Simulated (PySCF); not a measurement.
Working out the ionisation energy of Kr

Kr [Kr] (1S) → Kr⁺ [Ar] 3d10 4s2 4p5 (2P). Calculation: PySCF 2.14, in def2-SVP; no relativity, point nucleus. Frozen: [Ar] 3d10. Energies in hartree (1 hartree = 27.21139 eV):

```json
{"part": "UHF", "Kr (lower)": "-2751.669879", "Kr⁺ (upper)": "-2751.185325"}
{"part": "CCSD correlation", "Kr (lower)": "-0.135913", "Kr⁺ (upper)": "-0.115388"}
{"part": "(T)", "Kr (lower)": "-0.001404", "Kr⁺ (upper)": "-0.001297"}
```

Q: What does Hartree-Fock give?

A: (-2751.185325) − (-2751.669879) = 0.484554 hartree = 13.185 eV.

Q: What do CCSD and CCSD(T) give?

A: The CCSD correlation energies differ by 0.020525 hartree = 0.559 eV and the triples by 0.000107 hartree = 0.003 eV, so CCSD gives 13.744 eV and CCSD(T) 13.747 eV.

Measured between the centres of the two terms (NIST): 14.222 eV, so CCSD(T) (valence) is off by -0.475 eV.

The calculation is non-relativistic.

A double-zeta basis recovers only part of the correlation energy.

What remains against the reference includes basis incompleteness, the frozen core and higher excitations.
